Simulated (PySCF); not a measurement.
C4H6BFO, SMILES C1COB(F)CC=1. Atoms are numbered in the order given.

```xyz
13

F      0.0924     2.3449     0.0000
B      0.0134     1.0121     0.0000
C     -1.3832     0.2882     0.0000
C     -1.2249    -1.2083     0.0000
C     -0.0267    -1.8022     0.0000
C      1.2829    -1.0682     0.0000
O      1.1846     0.3472     0.0000
H     -1.9757     0.6258     0.8722
H     -1.9757     0.6258    -0.8722
H     -2.1270    -1.8300     0.0000
H      0.0533    -2.8945     0.0000
H      1.8807    -1.3632     0.8824
H      1.8807    -1.3632    -0.8824
```

Coordinates come from a B3LYP-D3(BJ)/def2-SVP optimisation. The structure was generated by enumeration, and PubChem lists no compound with its InChIKey, so it may never have been made. Other conformers were not sampled.

Method: PySCF with CAM-B3LYP/def2-TZVP.

Symmetry labels are those of the subgroup Cs that the program uses (full group Cs).

Computed valence orbital energies around the gap with their symmetry:
```
orbital  symmetry  energy (eV)
-------  --------  -----------
HOMO−7         A'       -13.63
HOMO−6         A'       -13.21
HOMO−5         A"       -13.10
HOMO−4         A'       -12.23
HOMO−3         A'       -11.96
HOMO−2         A"       -10.82
HOMO−1         A'       -10.06
HOMO           A"        -8.68
LUMO           A"         1.32
LUMO+1         A'         1.56
LUMO+2         A"         2.10
LUMO+3         A'         2.45
```
